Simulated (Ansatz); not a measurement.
Gas-phase electronic energies from Ansatz, PBE0-D4/def2-TZVP geometries. CCSD(T)/CBS is the MP2 limit (def2-TZVPP, def2-QZVPP) plus CCSD(T) − MP2 in def2-TZVPP, frozen cores. Functionals use def2-TZVPP. B3LYP here is the variant with VWN-RPA as its local correlation; programs differ in this. For As, Ge outer-core shells are correlated without core-valence functions, which leaves a few kJ/mol of doubt a bond. Scalar relativity is left out up to krypton. Each species was taken in one conformer, which may not be the lowest.

`C[SiH2][GeH2][CH3]` + `O[AsH2]` → `C[SiH2][AsH]O` + `[CH3][GeH3]`  (cleavage of the Si–Ge bond)

`C[SiH2][GeH2][CH3]`:

Z-matrix (Å, degrees):
```
C
Si 1 1.878
H 1 1.092 2 110.8
H 1 1.092 2 110.9 3 -120.1
H 1 1.092 2 110.7 3 119.9
Ge 2 2.382 1 111.1 3 -60.3
H 2 1.491 1 109.8 3 179.5
H 2 1.490 1 110.1 3 61.4
C 6 1.962 2 111.2 1 -57.5
H 6 1.545 2 109.8 1 63.0
H 6 1.543 2 110.6 1 -179.0
H 9 1.090 6 110.3 2 179.6
H 9 1.091 6 110.3 2 59.7
H 9 1.091 6 110.2 2 -60.3
```

`O[AsH2]`:

```xyz
5

O    -0.096    0.676    0.877
As    0.212   -0.104   -0.718
H     0.191    1.590    0.816
H     0.844   -1.374   -0.152
H    -1.150   -0.788   -0.823
```

`C[SiH2][AsH]O`:

```xyz
11

C    -0.309   -0.417    1.439
Si   -0.055   -1.058   -0.297
As    0.762    0.651   -1.730
O    -0.334    1.922   -1.029
H     0.649   -0.161    1.897
H    -0.805   -1.164    2.064
H    -0.925    0.483    1.410
H    -1.334   -1.549   -0.878
H     0.936   -2.171   -0.347
H     1.954    0.915   -0.803
H    -0.538    2.549   -1.727
```

`[CH3][GeH3]`:

```xyz
8

C     0.847    0.422    0.421
Ge   -0.750   -0.374   -0.373
H     1.740   -0.102    0.080
H     0.928    1.472    0.136
H     0.800    0.360    1.509
H    -0.684   -0.291   -1.908
H    -2.012    0.367    0.103
H    -0.870   -1.854    0.032
```

Task: Is it downhill or uphill in electronic energy at CCSD(T)/CBS, and by how much? (Estimate.)

Result: The calculation gave: Downhill: ΔE = -0.13 eV.

Task: What do these levels give: PBE-D4, r2SCAN-D4, B3LYP-D4, ωB97M-V, B2PLYP, PBE, r2SCAN, PBE0, MP2/def2-TZVPP, CCSD/def2-TZVPP, CCSD(T)/def2-TZVPP, SCS-MP2/def2-QZVPP? (An estimate is asked.)

Result: Ansatz gave: PBE-D4 -0.13, r2SCAN-D4 -0.14, B3LYP-D4 -0.15, ωB97M-V -0.15, B2PLYP -0.15, PBE -0.13, r2SCAN -0.14, PBE0 -0.13, MP2/def2-TZVPP -0.15, CCSD/def2-TZVPP -0.12, CCSD(T)/def2-TZVPP -0.12, SCS-MP2/def2-QZVPP -0.15 eV.

Largest T1 diagnostic among the species: 0.012.
